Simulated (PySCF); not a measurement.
CLiN, SMILES [C]([Li])[N] (connectivity only; charge and spin as stated), neutral, multiplicity 1.

The structure is a stationary point at B3LYP-D3(BJ)/def2-TZVPD.

All values below come from IEF-PCM-PBE0/def2-TZVPD in PySCF.

The values are the electrostatic part of the solvation free energy, E(continuum) − E(gas) at the gas-phase geometry, in a cavity of scaled van der Waals radii (PySCF's table); cavitation and dispersion terms are not included. A continuum can't describe solvent molecules that bind to the metal. In vacuum the orbital gap is 6.39 eV. The dipole moment in vacuum is 9.15 D.

Task: Estimate the values in water (ε = 78.36), ethanol (ε = 24.85), chlorobenzene (ε = 5.70). (Estimate from the structure and the level; the computed values follow.)

Result: 
```tsv
solvent	ε	ΔG(elec) (kcal/mol)	dipole (D)	gap (eV)
water	78.36	-23.3	10.54	8.87
ethanol	24.85	-22.4	10.48	8.78
chlorobenzene	5.70	-18.2	10.24	8.37
```
